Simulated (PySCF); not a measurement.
Energies: ωB97X-D3(BJ)/ma-def2-SVP (PySCF, density fitting, integration grid level 2) on PBE0-D3(BJ)/def2-SVP structures. Zero-point energies come from unscaled GFN2-xTB harmonic frequencies. These were taken at the GFN2-xTB minima.

Problem. Rank by ionisation energy (adiabatic, 0 K with zero-point energy, eV), lowest first.
A. 2,3-dimethyl-2-heptene, `CCCCC(C)=C(C)C` (C9H18)
B. hexamethyldisiloxane, `C[Si](C)(C)O[Si](C)(C)C` (C6H18OSi2)
C. 2,5-dimethylaniline, `Cc1ccc(C)c(N)c1` (C8H11N)
D. `CCN1CCC1` (C5H11N)
E. 2-bromobenzotrifluoride, `FC(F)(F)c1ccccc1Br` (C7H4BrF3)

Solution. C (7.29), D (7.58), A (7.84), E (9.32), B (9.48).

Others at the same level:
```csv
molecule,"ionisation energy (adiabatic, 0 K with zero-point energy, eV)"
CC1CCN(C)CC1 (C7H15N),7.39
"1,1-dimethylcyclohexane, CC1(C)CCCCC1 (C8H16)",9.55
```

ma-def2-SVP is a small basis, whose errors can reach tens of kJ/mol.
